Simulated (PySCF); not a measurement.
Pd (palladium, neutral) across methods

[Kr] 4d10, closed-shell 1S. Computed with PySCF 2.14 in x2c-TZVPPall (8s6p6d2f1g, 79 functions), with the spin-free X2C one-electron Hamiltonian (Gaussian nucleus).

```tsv
method	E (hartree)	mean ε 4s (eV)	mean ε 4p (eV)	mean ε 4d (eV)	Σ⟨r²⟩ (bohr²)	⟨S²⟩
wB97M-V	-5044.93	-92.750	-57.476	-7.928	44.48	0.000
PBE	-5044.88	-85.168	-51.162	-4.039	45.05	0.000
r2SCAN	-5045.27	-87.362	-52.561	-4.020	44.37	0.000
wB97X-V	-5044.99	-91.995	-57.074	-7.833	44.16	0.000
B97-3	-5044.96	-90.534	-55.129	-5.478	44.19	0.000
LDA	-5039.94	-85.271	-51.324	-4.305	45.02	0.000
UHF	-5042.74177	-104.46	-65.367	-8.924	42.97	0.000
r2SCAN0	-5045.25	-91.726	-55.887	-5.453	43.79	0.000
PBE0	-5044.94	-90.179	-54.887	-5.404	44.17	0.000
```
